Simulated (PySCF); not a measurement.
Method: structure optimised with GFN2-xTB, σ from GIAO-PBE0/pcSseg-1, in PySCF (averaged over atoms made equivalent by symmetry, fast rotation or ring inversion, no solvent model, non-relativistic, a single conformation).

δ = σ(ref) − σ, references computed at the same level: ¹H (31.72 ppm) and ¹³C (186.93 ppm) vs TMS. Shifts are as computed. Against solution values, carbons near 30 ppm lie about +3 ppm off and those near 130 ppm about +5 ppm; carbons on Cl a further +6 ppm (rms about the fit 2.1 ppm; single classes can miss by 10 ppm). Of 1328 compounds with measured shifts, 309 miss one by over three times the rms of a fit or turn the order of signals round; such compounds aren't used in these exercises. Signals without a measured value on file couldn't be tested in this way; 1H shifts scatter by 0.2 ppm about their fit, and single ones miss by 0.5 ppm. Carbons bonded to Cl come out too deshielded.

Question: Order these molecules by the shift of their most deshielded carbon, lowest δ first.
A. C/N=C/C#N
B. CC#CCCl
C. O=C=C(/C=C/F)CF
D. CP1(=O)CC1

Answer: D (17.1 ppm, methyl carbon bonded to P), B (93.3 ppm, alkyne carbon), A (139.9 ppm, C=N carbon), C (206.7 ppm, central carbon of a ketene).

Question: Order these molecules by the shift of their most shielded carbon, lowest δ first.
A. O=C=C(/C=C/F)CF
B. C/N=C/C#N
C. CC#CCCl
D. CP1(=O)CC1

Answer: C (5.0 ppm, propargylic methyl carbon), D (11.3 ppm, three-membered-ring carbon), A (37.5 ppm, terminal carbon of a ketene), B (53.0 ppm, methyl carbon bonded to N).

Question: How many ¹³C and ¹H signals does each give (equivalence by symmetry and fast rotation, but not about amide C–N or C=N bonds)? `CC#CCCl`, `CP1(=O)CC1`, `O=C=C(/C=C/F)CF`, `C/N=C/C#N`

Answer: CC#CCCl: 4 C, 2 H; CP1(=O)CC1: 2 C, 3 H; O=C=C(/C=C/F)CF: 5 C, 3 H; C/N=C/C#N: 3 C, 2 H.
